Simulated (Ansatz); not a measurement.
Input file for C₂H₈AlBSi:

```yaml
crystal:
  periodic: [false, false, false]
  atoms:
    - {symbol: Si, position_ang: [-1.624845, 0.184812, 0.517625]}
    - {symbol: C, position_ang: [0.090931, 0.173316, 1.148209]}
    - {symbol: B, position_ang: [1.156019, -0.753137, 0.532279]}
    - {symbol: C, position_ang: [1.057446, -0.900716, -1.013547]}
    - {symbol: Al, position_ang: [0.507700, 0.977402, -0.686997]}
    - {symbol: H, position_ang: [-2.522738, 1.190628, 1.130176]}
    - {symbol: H, position_ang: [-1.418226, 0.723862, -0.942645]}
    - {symbol: H, position_ang: [-2.340666, -1.087419, 0.245211]}
    - {symbol: H, position_ang: [0.208646, 0.551940, 2.159114]}
    - {symbol: H, position_ang: [2.173701, -0.982276, 1.128154]}
    - {symbol: H, position_ang: [0.140194, -1.325900, -1.435556]}
    - {symbol: H, position_ang: [1.920915, -1.245590, -1.573479]}
    - {symbol: H, position_ang: [0.671325, 2.458179, -1.193742]}
basis:
  gaussian: {orbitals: def2-TZVPP}
correlation: {method: ccsd_t}
```

```sh
$ ansatz run in.yaml --threads 4 --pin off --events-out ev --progress --plain --max-ram 10444MiB
```

Log, shortened:

```
Functional definition: HF
1667 factors; integrals over basis functions are off by at most 1.2e-3 eV
mean field evaluation 1: about -17299.3496 eV, gradient 4.4e1 eV
mean field evaluation 2: about -17299.6090 eV, gradient 4.4e1 eV
mean field evaluation 4: about -17305.2940 eV, gradient 4.3e0 eV
mean field evaluation 8: about -17305.3850 eV, gradient 2.5e-1 eV
mean field -17305.38535311 eV, -635.9611817152 hartree, gradient 2.7e-6 eV, S^2 0.000000; 0 other end points of the search recorded, 0 dependent functions left out
13 core orbitals not correlated: weight in the atoms' cores, before any rotation towards them, 1.000 or more for the frozen orbitals, at most 0.000 for the correlated occupied ones
reference -17305.38535311 eV, -635.9611817152 hartree; 13, 13 occupied and 263, 263 virtual orbitals, 1667 factors
second order -17.86624018 eV of doubles, -0.00000000 eV of singles
cycle   1  -18.74746785 eV  change   -8.8e-1 eV  update   1.0e-1
cycle   2  -19.28548508 eV  change   -5.4e-1 eV  update   3.0e-2
cycle   3  -19.37012710 eV  change   -8.5e-2 eV  update   1.4e-2
cycle   4  -19.36045950 eV  change    9.7e-3 eV  update   4.3e-3
cycle   5  -19.35984951 eV  change    6.1e-4 eV  update   2.0e-3
cycle   6  -19.35979407 eV  change    5.5e-5 eV  update   6.6e-4
cycle   7  -19.35965283 eV  change    1.4e-4 eV  update   2.4e-4
cycle   8  -19.35973630 eV  change   -8.3e-5 eV  update   9.6e-5
cycle   9  -19.35975742 eV  change   -2.1e-5 eV  update   3.2e-5
perturbative correction -0.85658563 eV, -0.0314789412 hartree
Total energy: -17325.60169616 eV, -636.7041186191 hartree
```

Hardware: 4 threads of an Arm Neoverse V1 on a shared host. Wall time 2.8 min, peak host memory 8.4 GiB.

MP2 recovers 88.4 % of the CCSD(T) correlation energy and the triples give 4.2 %; T1 = 0.0132.
